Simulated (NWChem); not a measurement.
Species: ZrH4O2; SMILES [OH][ZrH2][OH]

```xyz
7

Zr     0.0000     0.0000    -0.2864
O      1.6200    -0.0044     0.7121
H      2.3078     0.0469     1.3760
O     -1.6200     0.0044     0.7121
H     -2.3078    -0.0469     1.3760
H     -0.0030    -1.5387    -1.3454
H      0.0030     1.5387    -1.3454
```
Atoms are numbered in this order, from 1.

Program: NWChem. All runs use the structure optimised with PBE0/def2-SVP. def2 effective core potentials on Zr; no spin-orbit coupling. Ions are spin-unrestricted doublets at the neutral geometry; other ion states weren't tried.

```json
[
 {"level": "B3LYP/def2-SVP", "vertical ionisation energy, ΔSCF (eV)": "9.78", "−ε(HOMO) (eV)": "7.32", "ΔSCF minus −ε(HOMO) (eV)": "2.46"},
 {"level": "PBE/def2-SVP", "vertical ionisation energy, ΔSCF (eV)": "9.36", "−ε(HOMO) (eV)": "6.16", "ΔSCF minus −ε(HOMO) (eV)": "3.20"},
 {"level": "CAM-B3LYP/def2-SVP", "vertical ionisation energy, ΔSCF (eV)": "10.01", "−ε(HOMO) (eV)": "8.97", "ΔSCF minus −ε(HOMO) (eV)": "1.04"},
 {"level": "BHandHLYP/def2-SVP", "vertical ionisation energy, ΔSCF (eV)": "10.06", "−ε(HOMO) (eV)": "8.84", "ΔSCF minus −ε(HOMO) (eV)": "1.22"},
 {"level": "LRC-wPBEh/def2-SVP", "vertical ionisation energy, ΔSCF (eV)": "___", "−ε(HOMO) (eV)": "___", "ΔSCF minus −ε(HOMO) (eV)": "___"}
]
```

### Question
Complete the blanks.

### Answer

- LRC-wPBEh/def2-SVP, vertical ionisation energy, ΔSCF (eV): 12.05
- LRC-wPBEh/def2-SVP, −ε(HOMO) (eV): 9.46
- LRC-wPBEh/def2-SVP, ΔSCF minus −ε(HOMO) (eV): 2.59
